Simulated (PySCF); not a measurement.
## An excited-state table with gaps

Species: 3-ethylthiophene, C6H8S.
SMILES: `CCc1ccsc1`

Theory: TDDFT CAM-B3LYP/def2-SVPD, vertical, gas phase, core orbitals frozen in the response (PySCF). The structure is a single GFN2-xTB conformer in the gas phase; no vibrational or solvent corrections. Torsions of this conformer, `[CH3:1][CH2:2][c:3]1[cH:4][cH:5][s:6][cH:7]1`: C1–C2–C3–C4 76°.

Lowest singlets, with some entries withheld (?).

```json
{"state": "S1", "λ (nm)": "215.1", "f": "0.089", "main configurations (H = HOMO, L = LUMO)": "H→L (85%)"}
{"state": "S2", "λ (nm)": "?", "f": "?", "main configurations (H = HOMO, L = LUMO)": "?"}
{"state": "S3", "λ (nm)": "?", "f": "?", "main configurations (H = HOMO, L = LUMO)": "?"}
{"state": "S4", "λ (nm)": "195.4", "f": "0.0033", "main configurations (H = HOMO, L = LUMO)": "H-1→L+1 (48%), H→L+1 (15%), H-1→L+2 (14%)"}
{"state": "S5", "λ (nm)": "186.3", "f": "0.012", "main configurations (H = HOMO, L = LUMO)": "H→L+2 (70%), H→L+1 (13%)"}
{"state": "S6", "λ (nm)": "179.0", "f": "0.0044", "main configurations (H = HOMO, L = LUMO)": "H-1→L+2 (66%), H-1→L+1 (14%)"}
{"state": "S7", "λ (nm)": "174.6", "f": "0.042", "main configurations (H = HOMO, L = LUMO)": "H→L+3 (81%)"}
{"state": "S8", "λ (nm)": "168.0", "f": "0.047", "main configurations (H = HOMO, L = LUMO)": "H-1→L+3 (69%)"}
```

Question: What stands in place of each question mark?

Answer: 
- S2: λ = 207.4 nm; f = 0.094; H-1→L (80%), H→L (9%)
- S3: λ = 202.2 nm; f = 0.0048; H→L+1 (55%), H-1→L+1 (10%), H→L+2 (10%)

Question: Where do the lowest triplets lie (Tamm–Dancoff)?

Answer: T1 3.84 eV, H→L (80%), H-1→L (12%); T2 4.55 eV, H-1→L (80%), H→L (13%); T3 5.84 eV, H→L+1 (44%), H-1→L+1 (11%). E(S1) − E(T1) = +1.92 eV.

Question: Which level carries the most intensity, and what share of the listed sum of f?

Answer: S2, with f = 0.094 of 0.296, 32%.

Question: How far apart are S1 and S6, in eV and cm⁻¹?

Answer: 6.925 − 5.764 = 1.161 eV, or about 9360 cm⁻¹.
